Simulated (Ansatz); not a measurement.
A family of molecules: the dipole moment

One atom is swapped for its congeners: C3H7 (methylethyl) `C[CH]C`; SiH(CH3)2; GeH(CH3)2. All are doublets with charge 0.

Shapes, held fixed at every level: PBE0-D4/def2-TZVP. Programs: Ansatz 0.2.0. Values in D.

How should the dipole moment change along the series?

At wB97M-V/def2-TZVPP the dipole moment isn't monotonic: it is largest for Si and smallest for C (0.84 and 0.22 D). Every level shows the same order. Open shells run unrestricted unless RO is named. Relativity is left out for Ge unless named. Magnitudes only: a dipole under 1 D may point either way.

```
               level  C3H7  SiH(CH3)2  GeH(CH3)2
   PBE-D4/def2-TZVPP  0.22       0.94       0.83
r2SCAN-D4/def2-TZVPP  0.20       0.93       0.84
 B3LYP-D4/def2-TZVPP  0.20       0.86       0.77
  wB97M-V/def2-TZVPP  0.22       0.84       0.72
```
